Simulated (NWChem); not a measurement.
# C2H2BrI; SMILES C(Br)(I)=C

Program: NWChem. Medium grid unless said otherwise, to which SCAN and Minnesota functionals are sensitive. Structure relaxed at the PBE0/def2-SVP level. def2 effective core potentials on I; no spin-orbit coupling.

Task: Order these by “orbital gap (eV)”, lowest first: HCTH/407/def2-SVP; TPSSh/def2-SVP; MN15/def2-SVP; BHandHLYP/def2-SVP; B3LYP/def2-SVP.

Result: HCTH/407/def2-SVP (3.88), TPSSh/def2-SVP (4.76), B3LYP/def2-SVP (5.38), MN15/def2-SVP (7.08), BHandHLYP/def2-SVP (7.81)
